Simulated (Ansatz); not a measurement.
Start from `C[O][SnH2][S]C` and change one atom or group to get `C[S][SnH3]`.

Ansatz, PBE0-D4/def2-TZVP geometries, multiplicity 1. Each molecule was computed in one conformer, which needn't be the lowest.

Elements past krypton have def2 core potentials.

```json
{"property": "HOMO–LUMO gap (ωB97M-V/def2-TZVPP) / eV", "`C[O][SnH2][S]C`": "10.36"}
{"property": "size of the dipole moment (PBE/def2-TZVPP) / D", "`C[O][SnH2][S]C`": "1.66"}
{"property": "HOMO–LUMO gap (B3LYP/def2-TZVPP) / eV", "`C[O][SnH2][S]C`": "5.94"}
{"property": "size of the dipole moment (ωB97M-V/def2-TZVPP) / D", "`C[O][SnH2][S]C`": "1.80"}
{"property": "LUMO energy (PBE/def2-TZVPP) / eV", "`C[O][SnH2][S]C`": "-1.37"}
{"property": "size of the dipole moment (B3LYP/def2-TZVPP) / D", "`C[O][SnH2][S]C`": "1.75"}
```

**Question.** Give the same properties after the change, and the shifts. (Estimate.)

**Answer.** Computed: 
| property | `C[S][SnH3]` | shift |
| --- | --- | --- |
| HOMO–LUMO gap (ωB97M-V/def2-TZVPP) / eV | 10.03 | -0.33 |
| size of the dipole moment (PBE/def2-TZVPP) / D | 1.39 | -0.27 |
| HOMO–LUMO gap (B3LYP/def2-TZVPP) / eV | 5.80 | -0.14 |
| size of the dipole moment (ωB97M-V/def2-TZVPP) / D | 1.45 | -0.35 |
| LUMO energy (PBE/def2-TZVPP) / eV | -1.25 | 0.12 |
| size of the dipole moment (B3LYP/def2-TZVPP) / D | 1.41 | -0.34 |

Dipoles are sizes alone; their direction can turn.

B3LYP here is the variant with VWN-RPA as its local correlation; programs differ in this.
